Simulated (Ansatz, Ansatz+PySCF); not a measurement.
| atom | x (Å) | y (Å) | z (Å) |
| --- | --- | --- | --- |
| S | 0.0000 | 0.0000 | -0.0936 |
| H | 0.0000 | 0.8744 | 0.7489 |
| H | 0.0000 | -0.8744 | 0.7489 |

Basis set: 6-31G (spherical functions). Correlated methods keep 5 orbitals frozen. Charge 0, multiplicity 1.

Computed with Ansatz (development build ahead of 0.2.0); each method stands on the lowest determinant of its kind that the runs found. Restricted open shells among the atoms or ions are ROHF, correlated in semicanonical orbitals with singles.

Task: Give the atomization energy at this shape (free ground-state atoms in the same class of orbitals less the molecule, no zero-point energy) of singlet H₂S by PBE0 (unrestricted), RHF-CCSD(T), RHF-MP2, RHF.

Result:

```tsv
method	atomization energy
PBE0 (unrestricted)	5.97 eV
RHF-CCSD(T)	4.88 eV
RHF-MP2	4.65 eV
RHF	3.67 eV
```

Caution: the shape is not the minimum.

This basis has no polarisation functions and is too small for such energies, which can lie far from measured ones in either direction.
